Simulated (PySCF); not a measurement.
# La+: excitation energy

La+ [Xe] 5d2 (3F) → La+ [Xe] 5d1 6p1 (high-spin determinant), as a difference of total energies. Calculation: PySCF 2.14, in def2-TZVPPD with the def2 core potential (46 electrons); a scalar-relativistic core potential. Correlated levels: valence: nothing frozen outside the core potential. The calculations carry no spin-orbit coupling.

```
           method  excitation energy (eV)
              UHF                   2.976
    MP2 (valence)                   3.078
SCS-MP2 (valence)                   3.085
   CCSD (valence)                   3.112
CCSD(T) (valence)                   3.103
```

Q: How much does correlation contribute at CCSD(T) (valence)?

A: 3.103 − (2.976) = 0.127 eV, measured against UHF.

The determinant of the upper state mixes LS terms, which raises its energy above the lowest term, most at the Hartree-Fock and MP2 levels.
